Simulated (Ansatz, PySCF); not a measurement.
Reaction (SMILES): FB(F)Cl [chloro(difluoro)borane] + 3 [H][H] (H2) -> B (BH3) + Cl (HCl) + 2 F (HF)
Each molecule is optimised on its own at B3LYP-D3(BJ)/def2-TZVP (Ansatz, an electronic-structure program). Frequencies are from Ansatz or PySCF.

Quantity: energy of full hydrogenation (enthalpy at 298 K, with B3LYP-D3(BJ) rigid-rotor harmonic-oscillator terms), in kJ/mol. Correlated levels leave the core frozen unless marked. No spin-orbit coupling. No relativistic terms. CBS(X,Y): correlation extrapolated as X^-3; Hartree-Fock from the larger set (for Q and 5 zeta extrapolated as (X+1)exp(-9√X)).

CCSD(T)/CBS(cc-pV(Q+d)Z,cc-pV(5+d)Z) (Ansatz) gives 350.1 kJ/mol.

Question: Another calculation gave 345.3 kJ/mol. Which level was it?
A. r2SCAN/def2-TZVPD (Ansatz)
B. BHLYP/def2-TZVPD (Ansatz)
C. r2SCAN0/def2-TZVPD (Ansatz)

Answer: B, BHLYP/def2-TZVPD (Ansatz). The others give 367.1 (r2SCAN0), 379.7 (r2SCAN) kJ/mol.
